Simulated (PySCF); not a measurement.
Isomers of C5H11PSi. Method: TDDFT CAM-B3LYP/def2-SVPD, vertical, gas phase, core orbitals frozen in the response (PySCF). Geometries: GFN2-xTB; one conformer of each isolated species. Triplets are in the Tamm–Dancoff approximation. 'Strongest' means the level of largest summed f among the lowest 8 singlets; it needn't be the same kind of state in each.

Problem. Rank by computed lowest singlet excitation energy, highest first.
A. `CC1=CC[Si@@H](P)C1`
B. `C1C(C1)[Si@@H](P)C=C`
C. `CC#C[Si](C)(C)P`
D. `CP1CC=C([SiH3])C1`

Solution. A (6.36 eV), B (6.23 eV), C (6.01 eV), D (5.78 eV).

```tsv
SMILES	S1 (eV)	α (au)	f (S1)	strongest (eV)	first f ≥ 0.01 (nm)	LUMO (eV)	S1 mainly
CC1=CC[Si@@H](P)C1	6.36	109.6	0.001	7.20	188	1.08	H→L (81%)
C=C[Si@H](P)C1CC1	6.23	111.0	0.068	7.02	199	0.63	H→L (77%)
CC#C[Si](C)(C)P	6.01	114.8	0.000	7.11	200	0.98	H-1→L+1 (30%)
CP1CC=C([SiH3])C1	5.78	108.1	0.002	6.80	191	0.97	H→L (92%)
```

H and L stand for HOMO and LUMO.
